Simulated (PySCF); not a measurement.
**Interval between two levels of Tc²⁺ by level of theory**

Tc²⁺ [Kr] 4d5 [6S5/2, M_J = 5/2] → Tc²⁺ [Kr] 4d4 5p1 [6F11/2, M_J = 11/2], as a difference of total energies. Computed with PySCF 2.14 in x2c-TZVPall-2c with one added diffuse shell each of s, p, d type (9s10p8d1f, 86 functions), with the two-component X2C-1e Hamiltonian. Correlated levels: [Ar] 3d10 frozen; the 6 highest virtual spinors dropped. "Screened" scales the spin-orbit matrix elements by Boettger's factors to mimic the two-electron term; Breit and QED terms are absent.

| method | interval between two levels (cm⁻¹) |
| --- | --- |
| GHF (spin-free) | 90603 |
| GMP2 (spin-free) | 91283 |
| GHF (screened spin-orbit) | 92441 |
| GMP2 (screened spin-orbit) | 93218 |

The labels give the starting determinants; with spin-orbit coupling the two ends relaxed to ⟨J²⟩ = 8.75, ⟨L²⟩ = 0.02, ⟨S²⟩ = 8.74 and ⟨J²⟩ = 35.76, ⟨L²⟩ = 12.07, ⟨S²⟩ = 8.72.
